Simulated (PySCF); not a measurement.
Telling isomers of C7H6ClF apart by NMR

PySCF 2.14.0 with density-fitted response routines calculation with NMR shieldings at PBE0/pcSseg-1/GIAO and GFN2-xTB structure; one averaged value for each set of equivalent atoms, a single conformation, relativity neglected, no solvent.

δ = σ(ref) − σ, references computed at the same level: TMS for ¹H and ¹³C. Splittings of carbon signals by F and P are missing where no couplings were computed. Where no couplings were computed, multiplicities follow the n + 1 count of equivalent neighbours, and m marks all less simple cases (inequivalent or close neighbours, rings, F or P nearby). Shifts are as computed. Against solution values, carbons near 30 ppm lie about +3 ppm off and those near 130 ppm about +5 ppm; carbons on Cl a further +6 ppm. Of 1211 compounds with measured shifts, 218 miss one by over three times the rms of a fit or turn the order of signals round; such compounds aren't used in these exercises. Carbons bonded to Cl come out too deshielded.

(1) Tabulate the signals of `Cc1cccc(F)c1Cl`, `F[C@]1(Cl)CC12C=CC=C2`, `FC1=C[C@@H]2C[C@H]1C=C2Cl` and their relative energies.

(2) What is the quickest way to tell F[C@]1(Cl)CC12C=CC=C2 from FC1=C[C@@H]2C[C@H]1C=C2Cl?

(3) What is the quickest way to tell Cc1cccc(F)c1Cl from FC1=C[C@@H]2C[C@H]1C=C2Cl?

(4) What is the quickest way to tell Cc1cccc(F)c1Cl from F[C@]1(Cl)CC12C=CC=C2?

Results:

(1) 
```json
{"SMILES": "Cc1cccc(F)c1Cl", "carbon types": "3×C 3×CH 1×CH3", "δC": "168.8, 145.5, 132.7, 132.5, 130.1, 120.0, 23.7", "δH": "7.38 (m, 1H), 7.30 (m, 1H), 7.30 (m, 1H), 2.52 (s, 3H)", "E rel. (kcal/mol)": "0.0"}
{"SMILES": "F[C@]1(Cl)CC12C=CC=C2", "carbon types": "2×C 4×CH 1×CH2", "δC": "146.1, 142.8, 140.8, 140.2, 110.0, 53.1, 30.2", "δH": "6.77 (m, 1H), 6.75 (m, 1H), 6.55 (m, 1H), 6.44 (m, 1H), 2.45 (m, 1H), 2.11 (m, 1H)", "E rel. (kcal/mol)": "47.1"}
{"SMILES": "FC1=C[C@@H]2C[C@H]1C=C2Cl", "carbon types": "2×C 4×CH 1×CH2", "δC": "195.9, 169.5, 141.2, 116.5, 78.1, 57.9, 53.9", "δH": "6.79 (m, 1H), 6.01 (m, 1H), 3.16 (m, 1H), 2.99 (m, 1H), 2.54 (m, 1H), 2.49 (m, 1H)", "E rel. (kcal/mol)": "47.7"}
```

Energies are electronic energies at PBE0/pcSseg-1 on these geometries, without zero-point or thermal terms, each for the one conformer computed, which needn't be the lowest.

(2) Both give the same number of carbon signals, with the same numbers of each carbon type, so the positions decide. The first has a three-membered-ring carbon (C) at 53.1 ppm, the second a fully substituted alkene carbon (C) at 195.9 ppm. Their most deshielded carbons lie at 146.1 and 195.9 ppm.

(3) Both give the same number of carbon signals, but DEPT or the intensities differ. The first has a methyl carbon on an aromatic ring (CH3) at 23.7 ppm, the second an sp3 CH2 in a ring at 78.1 ppm. Their most deshielded carbons lie at 168.8 and 195.9 ppm. In the proton spectra the most deshielded non-exchanging signals are 7.38 (m, 1H) and 6.79 (m, 1H).

(4) Both give the same number of carbon signals, but DEPT or the intensities differ. The first has a methyl carbon on an aromatic ring (CH3) at 23.7 ppm, the second a three-membered-ring carbon (C) at 53.1 ppm. Their most deshielded carbons lie at 168.8 and 146.1 ppm. In the proton spectra the most deshielded non-exchanging signals are 7.38 (m, 1H) and 6.77 (m, 1H).
